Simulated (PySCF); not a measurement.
Start geometry of Mo(CH2SiH3)4, `[SiH3][CH2][Mo]([CH2][SiH3])([CH2][SiH3])[CH2][SiH3]` [triplet] from GFN2-xTB (Å):
```
atom  x, y, z in Å
Mo1    0.0659   -0.0825    0.0000
C2     0.1064   -0.1091    2.1154
Si3   -1.6902   -0.1024    2.8145
H4     0.7517   -0.9947    2.4444
H5     0.6664    0.7456    2.5009
H6    -2.3526    1.1541    2.4412
H7    -2.3646   -1.2771    2.3850
H8    -1.5690   -0.1174    4.2936
C9     1.9748   -0.0628   -0.7761
Si10   2.9237    1.4509   -0.2362
H11    2.4974   -0.9857   -0.4714
H12    1.9816   -0.1062   -1.9141
H13    2.2140    2.7213   -0.7985
H14    2.9508    1.5103    1.2311
H15    4.3026    1.4221   -0.7572
C16   -0.9531    1.8547   -0.5902
Si17  -0.9203    1.9622   -2.5099
H18   -2.0267    1.8628   -0.2524
H19   -0.4566    2.6727   -0.1827
H20    0.3804    2.0292   -2.9966
H21   -1.6550    0.7596   -3.1268
H22   -1.6084    3.0631   -3.0139
C23   -1.1140   -1.6363   -0.7936
Si24  -0.4048   -3.2583   -0.0517
H25   -2.1429   -1.6385   -0.4136
H26   -1.1546   -1.6797   -1.8307
H27    1.0336   -3.4112   -0.3326
H28   -0.5242   -3.3077    1.4642
H29   -1.0318   -4.4814   -0.6118
```

What comes out of this run: PBE0-D3(BJ)/def2-SVP geometry optimisation, gas phase, def2 core potentials past Kr (PySCF)?

```
atom  x, y, z in Å
Mo1   -0.002   -0.008   -0.002
C2     0.033   -0.047    2.083
Si3   -1.667   -0.097    2.883
H4     0.618   -0.939    2.385
H5     0.587    0.845    2.440
H6    -2.436    1.138    2.532
H7    -2.442   -1.279    2.389
H8    -1.590   -0.185    4.376
C9     1.956   -0.037   -0.715
Si10   2.963    1.492   -0.291
H11    2.456   -0.941   -0.313
H12    1.907   -0.150   -1.817
H13    2.321    2.714   -0.870
H14    3.036    1.673    1.193
H15    4.364    1.414   -0.815
C16   -0.970    1.720   -0.654
Si17  -0.956    1.959   -2.519
H18   -2.016    1.693   -0.290
H19   -0.472    2.583   -0.167
H20    0.451    2.037   -3.026
H21   -1.621    0.800   -3.194
H22   -1.672    3.206   -2.938
C23   -1.012   -1.685   -0.718
Si24  -0.375   -3.326   -0.057
H25   -2.084   -1.579   -0.454
H26   -0.942   -1.678   -1.825
H27    1.096   -3.457   -0.306
H28   -0.596   -3.414    1.421
H29   -1.053   -4.495   -0.701
```

The energy falls by 23.7 kcal/mol over 9 energy and gradient evaluations, the largest force component goes from 0.0649 to 3.4e-04 Eh/bohr, and the atoms move by 0.120 Å rms after alignment. The bond that changes most is Mo1–C16 (ends: molybdenum bonded to 4 C; carbon bonded to Mo, Si and 2 H), which shortens by 0.181 Å. Bonds longer at the end by more than 0.005 Å: 15 of 28; shorter: 12. Among the angles that change most is Mo1–C23–Si24, from 105.7° to 114.6°. Among the dihedrals that turn most is C2–Mo1–C23–H25, from 56° to 69°. Rotational constants go from 597.0, 403.1, 400.7 to 590.6, 395.7, 394.8 MHz. The orientation of the end geometry is arbitrary; only internal coordinates are fixed.

The run used 259 basis functions and 74 SCF cycles in all. Time: 22 min wall; peak memory 2.0 GiB. Hardware: an Intel Xeon Platinum 8259CL at 2.50 GHz with one thread (shared host).

No PBE0-D3(BJ)/def2-SVP frequencies stand behind this structure, so it isn't proved a minimum. ⟨S²⟩ = 2.019 (exact for a triplet: 2.00).
